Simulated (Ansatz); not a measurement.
`C[O][Ta]([F])([F])([O]C)[O]C`. The species carries charge 0 and has multiplicity 1. Ta takes the def2 core potential. Geometry: relaxed with PBE0-D4/def2-TZVP. It is one conformer, not always the lowest.

```xyz
18

C     1.316    1.626    1.816
O     0.601    0.841    0.919
Ta    0.165    0.224   -0.810
F     1.200    1.669   -1.474
F    -0.032   -0.255   -2.647
O    -1.687    0.390   -0.569
C    -2.622    0.734    0.416
O     0.836   -1.505   -0.478
C     1.038   -2.690   -1.206
H     0.634    2.123    2.512
H     2.007    1.003    2.392
H     1.889    2.388    1.278
H    -3.279   -0.118    0.608
H    -2.120    1.016    1.347
H    -3.228    1.573    0.066
H     2.083   -2.997   -1.113
H     0.402   -3.479   -0.797
H     0.797   -2.543   -2.262
```

Question: What is the dipole moment at ωB97M-V/def2-TZVPP? (Estimate.)

Answer: Ansatz gave: 3.48 D, with components (-0.79, -0.68, 3.32) D in this frame, pointing from negative to positive charge.

Question: And with PBE, r2SCAN, B3LYP? (Best estimate.)

Answer: Ansatz gave: PBE 3.47 D, r2SCAN 3.53 D, B3LYP 3.58 D.

Question: Give the Mulliken charges with ωB97M-V, r2SCAN, B3LYP in def2-TZVPP. (Estimate.)

Answer: Ansatz gave: 
| atom | ωB97M-V | r2SCAN | B3LYP |
| --- | --- | --- | --- |
| C1 | -0.16 | 0.02 | -0.11 |
| O2 | -0.36 | -0.38 | -0.37 |
| Ta3 | 1.12 | 1.18 | 1.16 |
| F4 | -0.32 | -0.34 | -0.34 |
| F5 | -0.35 | -0.36 | -0.36 |
| O6 | -0.34 | -0.37 | -0.36 |
| C7 | -0.16 | 0.02 | -0.11 |
| O8 | -0.35 | -0.37 | -0.37 |
| C9 | -0.17 | 0.01 | -0.11 |
| H10 | 0.11 | 0.05 | 0.10 |
| H11 | 0.12 | 0.06 | 0.11 |
| H12 | 0.12 | 0.07 | 0.11 |
| H13 | 0.13 | 0.07 | 0.11 |
| H14 | 0.11 | 0.06 | 0.10 |
| H15 | 0.13 | 0.07 | 0.11 |
| H16 | 0.12 | 0.06 | 0.11 |
| H17 | 0.12 | 0.06 | 0.10 |
| H18 | 0.13 | 0.08 | 0.11 |

B3LYP here is the variant with VWN-RPA as its local correlation; programs differ in this.
